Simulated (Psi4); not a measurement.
A dimer, HBr ··· BCl3 (SMILES Br and ClB(Cl)Cl), singlet; the first 2 atoms form monomer A.

```
6

Br     0.7124     0.0000     0.0000
H     -0.7124     0.0000     0.0000
Cl    -3.0413     0.1975     0.5532
B     -3.3072     0.6789     2.2095
Cl    -4.9330     0.9152     2.7986
Cl    -1.9477     0.9253     3.2758
```

Q: What interaction energy does SAPT0/jun-cc-pVDZ, frozen core in Psi4 1.11 give, and which attractive term is the largest?

A: Total 0.39 kJ/mol: electrostatics -10.04, exchange 26.16, induction -6.97, dispersion -8.76. The most attractive term is electrostatics.
